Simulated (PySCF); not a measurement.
PBEsol on Nb⁻ (niobium, charge -1), [Kr] 4d4 5s2, high-spin 5D determinant. Computed with PySCF 2.14 in aug-cc-pwCVTZ-PP with ECP28MDF (8s8p7d4f3g, 122 functions), with scalar relativity through the core potential.

```
cycle= 1 E= -56.5716647185347  delta_E= -0.021  |g|= 0.0453  |ddm|= 3.23
cycle= 2 E= -56.5729368882688  delta_E= -0.00127  |g|= 0.0194  |ddm|= 0.196
cycle= 3 E= -56.5731380772336  delta_E= -0.000201  |g|= 0.00244  |ddm|= 0.129
cycle= 4 E= -56.5731471692139  delta_E= -9.09e-06  |g|= 0.00171  |ddm|= 0.0246
cycle= 5 E= -56.5731484533855  delta_E= -1.28e-06  |g|= 0.00142  |ddm|= 0.00954
cycle= 6 E= -56.5731503389009  delta_E= -1.89e-06  |g|= 0.000147  |ddm|= 0.00573
cycle= 7 E= -56.5731503727061  delta_E= -3.38e-08  |g|= 1.32e-05  |ddm|= 0.00115
cycle= 8 E= -56.5731503733158  delta_E= -6.1e-10  |g|= 3.41e-06  |ddm|= 0.000128
converged SCF energy = -56.5731503733158  <S^2> = 6.0688139  2S+1 = 5.0274502
```

Highest occupied orbital energy: 1.355 eV; ⟨L²⟩ = 6.07; populations by l: s 3.99, p 6.00, d 4.01, f 0.00.

(1) Can this result be used?

## Answers

(1) With care. The calculation finished and met its thresholds. Energies and moments cover only the electrons outside the core potential. ⟨S²⟩ = 6.07 against 6.00 shows spin contamination. At PBEsol the highest occupied level has a positive energy, so only the finite basis holds that electron; in a semilocal or global hybrid functional this comes from self-interaction and does not mean that the real anion is unbound.
